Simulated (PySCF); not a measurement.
## How methods differ on the excitation energy of Os⁺

Os⁺ [Xe] 4f14 5d6 6s1 (6D) → Os⁺ [Xe] 4f14 5d5 6s1 6p1 (8P), as a difference of total energies. Computed with PySCF 2.14 in aug-cc-pVTZ-PP with ECP60MDF (6s6p5d3f2g, 88 functions), with a scalar-relativistic core potential. Correlated levels: valence: 5s2 5p6 frozen. The calculations carry no spin-orbit coupling.

```tsv
method	excitation energy (eV)
UHF	3.305
MP2 (valence)	4.533
SCS-MP2 (valence)	4.981
CCSD (valence)	4.466
CCSD(T) (valence)	4.537
```

Question: How much does correlation contribute at CCSD(T) (valence)?

Answer: 4.537 − (3.305) = 1.232 eV, measured against UHF.
